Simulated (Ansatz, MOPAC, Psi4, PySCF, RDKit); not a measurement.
Dimer: NH3 (SMILES N) (first 4 atoms) with CHN (SMILES C#N); geometry from B3LYP-D3(BJ)/def2-TZVP, rigid monomers moved along the line of their centres of mass till N1···H7 is 1.86 Å.
(charge 0, multiplicity 1):
```xyz
7

N     -0.314     0.026     0.013
H     -1.188     0.437    -0.299
H      0.436     0.589    -0.373
H     -0.247    -0.894    -0.409
C     -0.166    -0.108     2.957
N     -0.110    -0.159     4.102
H     -0.220    -0.060     1.873
```

```tsv
level	interaction energy (kcal/mol)	minus MP2/CBS(aug-cc-pVDZ, aug-cc-pVTZ) + ΔCCSD(T)/aug-cc-pVDZ	cost
UFF	40.96	46.27	-
PM3	-5.35	-0.05	-
PM7	-2.86	2.44	-
HF/STO-3G (no counterpoise)	-8.50	-3.20	-
HF/3-21G (no counterpoise)	-13.09	-7.79	-
HF/6-31G*	-5.72	-0.42	-
HF/6-31G* (no counterpoise)	-6.70	-1.39	-
r2SCAN/def2-TZVPPD	-5.90	-0.60	×1
r2SCAN-D3(BJ)/def2-TZVPPD	-6.15	-0.85	×1
r2SCAN-D4/def2-TZVPPD	-6.10	-0.80	×1
B3LYP/3-21G (no counterpoise)	-15.94	-10.64	-
B3LYP/def2-TZVPPD	-5.23	0.07	×1
B3LYP-D3(BJ)/def2-TZVPPD	-6.30	-1.00	×1
PBE0/def2-TZVPPD	-6.30	-1.00	×1
M06-2X/6-31G* (no counterpoise)	-9.22	-3.92	-
wB97X-V/def2-TZVPPD	-5.85	-0.54	×3
MP2/aug-cc-pVTZ	-5.33	-0.02	×3
CCSD(T)/aug-cc-pVDZ	-4.22	1.08	×4
MP2/CBS(aug-cc-pVDZ, aug-cc-pVTZ) + ΔCCSD(T)/aug-cc-pVDZ	-5.30	0.00	×8
SAPT0/jun-cc-pV(D+d)Z	-6.75	-1.44	-
```

 The comparison column counts from a level with limits of its own.

The rows run from -15.94 (B3LYP/3-21G (no counterpoise)) to 40.96 kcal/mol (UFF). The dispersion term adds -0.25 in r2SCAN-D3(BJ), -0.20 in r2SCAN-D4, -1.07 in B3LYP-D3(BJ). The 4 functionals in def2-TZVPPD without D3 or D4 span 1.07, from PBE0 to B3LYP.

Interaction energies are E(AB) − E(A) − E(B) at the monomers' geometry in the complex; basis-set methods are counterpoise corrected. Rows marked so take none. RDKit's UFF carries no charges.

Cores are frozen in the correlated methods. CBS: X⁻³ extrapolation of the correlation energy, Hartree–Fock from the larger set. Rows in 3-21G, 6-31G*, STO-3G carry no dispersion term and start afresh at each structure (6-31G* with six Cartesian d functions). The state that PM3, PM7 reach isn't checked; PM7 holds dispersion and hydrogen-bond terms.

Codes used: Ansatz (Gaussian orbitals); MOPAC for PM3, PM7 (differences of heats of formation); Psi4 for SAPT; PySCF for 3-21G rows, 6-31G* rows, STO-3G rows, the dispersion terms; RDKit for the force fields. Values without a source in brackets are computed.

Costs are rough ratios of core time to PBE/def2-TZVPPD (about 5 s over the structures, on one shared machine); a dash marks a level with no comparable run of its own.

Ansatz is a quantum-chemistry and plane-wave program.
